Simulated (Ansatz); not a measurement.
Consider the substitution at a C–Si bond: `O[SiH2]C(O)[SiH3]` + HCl → `OC([SiH3])Cl` + silanol.

Program: Ansatz. Geometries: PBE0-D4/def2-TZVP. ΔE: electronic, gas phase. CCSD(T)/CBS is the MP2 limit (def2-TZVPP, def2-QZVPP) plus CCSD(T) − MP2 in def2-TZVPP, frozen cores. This one scheme is used for every species. DFT in def2-TZVPP. Each species was taken in one conformer, which may not be the lowest.

| level | ΔE (kJ/mol) |
| --- | --- |
| PBE-D4 | 39.2 |
| PBE0-D4 | 42.6 |

(1) What does CCSD(T)/CBS give? (Best estimate.)

Largest T1 diagnostic among the species: 0.012.

Results:

(1) The calculation gave: +44.1 kJ/mol. The listed levels differ from it by -4.9, -1.5 kJ/mol.

In def2-TZVPP, CCSD(T) changes the Hartree–Fock value by +15.3 kJ/mol (the triples alone add −0.3 kJ/mol) and MP2 by +15.0 kJ/mol. From PBE to PBE0 (25 % exact exchange), in def2-TZVPP and without D4, ΔE moves by +3.7 kJ/mol. The D4 term adds +6.8 kJ/mol with B3LYP and +4.1 kJ/mol with PBE0; it sums over pairs of atoms, weighted by their polarisabilities, and B3LYP, whose exchange is more repulsive, gets the larger term.

B3LYP here is the variant with VWN-RPA as its local correlation; programs differ in this.
